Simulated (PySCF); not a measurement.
Mg(OH)(NH2) (H₃MgNO), SMILES [Mg]([NH2])[OH]. Atoms are numbered in the order given.

```xyz
6

Mg     0.0444    -0.0148     0.0000
O      1.8243     0.0675     0.0000
H      2.6749    -0.3619     0.0000
N     -1.8444    -0.0021     0.0000
H     -2.4459     0.0074    -0.8134
H     -2.4459     0.0074     0.8134
```

The structure is a stationary point at TPSSh-D3(BJ)/def2-TZVP. Other conformers were not sampled.

Level of theory: TPSSh-D3(BJ)/def2-TZVP (PySCF).

Frequencies are harmonic and unscaled.

Task: Give all harmonic wavenumbers and intensities. (An estimate is asked for; the answer gives what the named calculation found.)

Result: 
```
mode  ν (cm⁻¹)  IR (km/mol)  Raman (Å⁴/amu)  depolarisation  moving atoms (share of kinetic energy)
----  --------  -----------  --------------  --------------  --------------------------------------
1          114        137.3             1.9            0.75                 H 51 %, O 25 %, Mg 21 %
2          155         59.3             1.8            0.73          Mg 56 %, N 20 %, O 16 %, H 8 %
3          157          0.5             1.1            0.75                         H 58 %, Mg 32 %
4          215        140.7             3.8            0.05                          H 80 %, O 18 %
5          274         99.6            29.2            0.75                          H 85 %, N 14 %
6          536         87.5             0.8            0.75                          H 80 %, N 16 %
7          573          3.7            13.7            0.10                  N 50 %, O 36 %, H 13 %
8          854        151.8             0.7            0.52                 Mg 57 %, O 25 %, N 13 %
9         1571         19.1             5.7            0.08                           H 92 %, N 8 %
10        3531          1.3           156.2            0.08                                  H 96 %
11        3607          4.7            89.8            0.75                           H 92 %, N 8 %
12        3982         64.0           126.8            0.19                                  H 94 %
```
